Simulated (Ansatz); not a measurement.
Cost and result for the atomization energy of C2H6GaO, SMILES `C[O][Ga][CH3]` radical (10 atoms, 9 bonds).

Cartesian coordinates in Å:
```
C -1.153 -0.608 1.767
O -0.649 -0.304 0.498
Ga 0.970 0.351 0.062
C 1.168 0.625 -1.908
H -0.431 -0.429 2.574
H -1.449 -1.663 1.811
H -2.043 -0.002 1.975
H 1.177 1.694 -2.124
H 0.311 0.153 -2.392
H 2.099 0.183 -2.263
```

The species carries charge 0 and has multiplicity 2. Correlated methods include outer-core shells of Ga, which these sets cover unevenly. Scalar relativity is left out up to krypton. The structure was optimised at the PBE0-D4/def2-TZVP level. It is one conformer, not always the lowest. Program: Ansatz. All runs use 4 threads of a server CPU on a shared host. Times are those of one run each, without the atoms' runs, and a repeat can differ threefold. Electronic energies, without spin–orbit coupling; frozen cores. CCSD(T)/CBS adds CCSD(T) − MP2 in def2-TZVPP to the MP2 limit, and its time is that of the two runs behind it. T1 = 0.016; ⟨S²⟩ of the reference is 0.76. With those shells the extrapolation isn't a true limit.

CCSD(T)/CBS is a level of theory with its own doubt, some kJ/mol a heavy atom from the limit and from the frozen cores, so smaller differences don't rank the functionals.

```json
{"level": "LDA (SPW92)/def2-TZVPP", "functions": "225", "wall time": "2.2 s"}
{"level": "BLYP-D4/def2-TZVPP", "functions": "225", "wall time": "3.1 s"}
{"level": "revPBE-D4/def2-TZVPP", "functions": "225", "wall time": "3.2 s"}
{"level": "PBE-D4/def2-TZVPP (with forces)", "functions": "225", "wall time": "3.4 s"}
{"level": "CAM-B3LYP-D4/def2-TZVPP", "functions": "225", "wall time": "5.5 s"}
{"level": "B2PLYP/def2-TZVPP", "functions": "225", "wall time": "6.5 s"}
{"level": "r2SCANh-D4/def2-TZVPP", "functions": "225", "wall time": "8 s"}
{"level": "ωB97X-V/def2-TZVPP", "functions": "225", "wall time": "12 s"}
{"level": "ωB97M-V/def2-TZVPP (with forces)", "functions": "225", "wall time": "16 s"}
{"level": "CCSD(T)/def2-SVP", "functions": "104", "wall time": "21 s"}
{"level": "MP2/def2-QZVPP", "functions": "440", "wall time": "30 s"}
{"level": "CCSD(T)/def2-TZVPP", "functions": "225", "wall time": "17 min"}
{"level": "CCSD(T)/CBS(def2)", "functions": "–", "wall time": "17 min"}
```

What atomization energy does each give, and how far from CCSD(T)/CBS? (Estimate.)

Computed: 
```csv
level,atomization (kcal/mol),difference from CCSD(T)/CBS,per bond
LDA (SPW92)/def2-TZVPP,955.3,120.7,13.4
BLYP-D4/def2-TZVPP,832.2,-2.4,-0.3
revPBE-D4/def2-TZVPP,829.2,-5.4,-0.6
PBE-D4/def2-TZVPP (with forces),850.0,15.4,1.7
CAM-B3LYP-D4/def2-TZVPP,837.7,3.1,0.3
B2PLYP/def2-TZVPP,826.7,-7.9,-0.9
r2SCANh-D4/def2-TZVPP,834.5,-0.1,0.0
ωB97X-V/def2-TZVPP,834.8,0.2,0.0
ωB97M-V/def2-TZVPP (with forces),833.8,-0.8,-0.1
CCSD(T)/def2-SVP,794.8,-39.8,-4.4
MP2/def2-QZVPP,839.4,4.8,0.5
CCSD(T)/def2-TZVPP,817.6,-17.0,-1.9
CCSD(T)/CBS(def2),834.6,0.0,0.0
```

From PBE to PBE0 (25 % exact exchange), in def2-TZVPP and without D4, the atomization energy moves by −14.5 kcal/mol: exact exchange takes away binding that semilocal exchange gives to molecules. The D4 term adds +6.0 kcal/mol with B3LYP and +3.1 kcal/mol with PBE0; it sums over pairs of atoms, weighted by their polarisabilities, and B3LYP, whose exchange is more repulsive, gets the larger term. In def2-TZVPP, CCSD(T) changes the Hartree–Fock value by +207.1 kcal/mol (the triples alone add +11.6 kcal/mol) and MP2 by +218.9 kcal/mol; breaking electron pairs costs correlation energy, which Hartree–Fock lacks.

B3LYP here is the variant with VWN-RPA as its local correlation; programs differ in this.
